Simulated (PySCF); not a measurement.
CH₅AlO₂, charge +1, doublet, at a GFN2-xTB geometry (such geometries of metal compounds can be far from the true shape) (a state made from the parent by changing its charge; the spin is typed, not shown lowest); MP2/6-311G** run with PySCF.

Here is a job for PySCF.
```python
from pyscf import gto, scf, mp

mol = gto.Mole()
mol.atom = '''
    Al    0.17618964    0.16585162    0.01209088
    C    -1.36611586   -1.29259627   -0.09020564
    H    -0.95340228   -2.12659349   -0.65619572
    H    -2.07484102   -0.65632500   -0.62522785
    H    -1.63231993   -1.55004014    0.93367067
    O    -0.33986226    1.48049779   -0.80667600
    H    -0.11474906    2.36435500   -1.09400626
    O     1.41811254   -0.42120532    0.86289216
    H     2.05553972   -0.90622941    1.37608231
'''
mol.basis = '6-311g**'
mol.charge = 1
mol.spin = 1
mol.verbose = 4
mol.build()

mf = scf.UHF(mol)
mf.kernel()

pt = mp.MP2(mf)
pt.kernel()
print('E(MP2) = %.10f' % pt.e_tot)
```

Problem. What does PySCF print? Leave out banner, timings and long lists.

Solution. 
```
PySCF version 2.14.0

[INPUT] verbose = 4
[INPUT] num. atoms = 9
[INPUT] num. electrons = 39
[INPUT] charge = 1
[INPUT] spin (= nelec alpha-beta = 2S) = 1
[INPUT] symmetry False subgroup None
[INPUT] Mole.unit = angstrom
[INPUT] Symbol           X                Y                Z      unit          X                Y                Z       unit  Magmom
[INPUT]  1 Al     0.176189640000   0.165851620000   0.012090880000 AA    0.332950165586   0.313414139115   0.022848451805 Bohr   0.0
[INPUT]  2 C     -1.366115860000  -1.292596270000  -0.090205640000 AA   -2.581584829825  -2.442652939934  -0.170463954491 Bohr   0.0
[INPUT]  3 H     -0.953402280000  -2.126593490000  -0.656195720000 AA   -1.801669195736  -4.018679274383  -1.240030194912 Bohr   0.0
[INPUT]  4 H     -2.074841020000  -0.656325000000  -0.625227850000 AA   -3.920881279813  -1.240274498705  -1.181509401951 Bohr   0.0
[INPUT]  5 H     -1.632319930000  -1.550040140000   0.933670670000 AA   -3.084637615369  -2.929151346682   1.764381856839 Bohr   0.0
[INPUT]  6 O     -0.339862260000   1.480497790000  -0.806676000000 AA   -0.642246591476   2.797735351124  -1.524396711260 Bohr   0.0
[INPUT]  7 H     -0.114749060000   2.364355000000  -1.094006260000 AA   -0.216844296451   4.467983411246  -2.067372209960 Bohr   0.0
[INPUT]  8 O      1.418112540000  -0.421205320000   0.862892160000 AA    2.679844314411  -0.795962697010   1.630629857434 Bohr   0.0
[INPUT]  9 H      2.055539720000  -0.906229410000   1.376082310000 AA    3.884407108965  -1.712525390926   2.600418690759 Bohr   0.0

nuclear repulsion = 158.958722080571
number of shells = 56
number of NR pGTOs = 178
number of NR cGTOs = 110
basis = 6-311g**
ecp = {}

******** <class 'pyscf.scf.uhf.UHF'> ********
method = UHF
initial guess = minao
damping factor = 0
level_shift factor = 0
DIIS = <class 'pyscf.scf.diis.CDIIS'>
diis_start_cycle = 1
diis_space = 8
diis_damp = 0
SCF conv_tol = 1e-09
SCF conv_tol_grad = None
SCF max_cycles = 50
direct_scf = True
direct_scf_tol = 1e-13
number electrons alpha = 20  beta = 19
Set gradient conv threshold to 3.16228e-05
init E= -432.60313662082

cycle= 1 E= -432.119180446805  delta_E= 0.484  |g|= 0.56  |ddm|= 1.54
cycle= 2 E= -432.235045958609  delta_E= -0.116  |g|= 0.349  |ddm|= 0.524
cycle= 3 E= -432.279379585827  delta_E= -0.0443  |g|= 0.0532  |ddm|= 0.176
cycle= 4 E= -432.282021618446  delta_E= -0.00264  |g|= 0.0172  |ddm|= 0.0689
cycle= 5 E= -432.28238224694  delta_E= -0.000361  |g|= 0.00783  |ddm|= 0.0205
cycle= 6 E= -432.282498032762  delta_E= -0.000116  |g|= 0.0036  |ddm|= 0.0136
cycle= 7 E= -432.282520447157  delta_E= -2.24e-05  |g|= 0.00198  |ddm|= 0.00589
cycle= 8 E= -432.282526295428  delta_E= -5.85e-06  |g|= 0.000735  |ddm|= 0.00332
cycle= 9 E= -432.282527383227  delta_E= -1.09e-06  |g|= 0.000272  |ddm|= 0.00152
cycle= 10 E= -432.282527542702  delta_E= -1.59e-07  |g|= 9.84e-05  |ddm|= 0.000555
cycle= 11 E= -432.282527564926  delta_E= -2.22e-08  |g|= 3.93e-05  |ddm|= 0.000193
cycle= 12 E= -432.282527568607  delta_E= -3.68e-09  |g|= 2.05e-05  |ddm|= 6.5e-05
cycle= 13 E= -432.282527569695  delta_E= -1.09e-09  |g|= 8.83e-06  |ddm|= 3.94e-05
cycle= 14 E= -432.282527569854  delta_E= -1.6e-10  |g|= 3.32e-06  |ddm|= 1.53e-05
Extra cycle  E= -432.28252756987  delta_E= -1.61e-11  |g|= 2.1e-06  |ddm|= 3.33e-06
converged SCF energy = -432.28252756987  <S^2> = 0.75740047  2S+1 = 2.0073868

******** <class 'pyscf.mp.ump2.UMP2'> ********
nocc = (np.int64(20), np.int64(19)), nmo = (110, 110)
E(UMP2) = -433.049724096823  E_corr = -0.767196526953103
E(SCS-UMP2) = -433.042280120994  E_corr = -0.759752551123819
E_corr(same-spin) = -0.185634555253736
E_corr(oppo-spin) = -0.581561971699367
E(MP2) = -433.0497240968
```
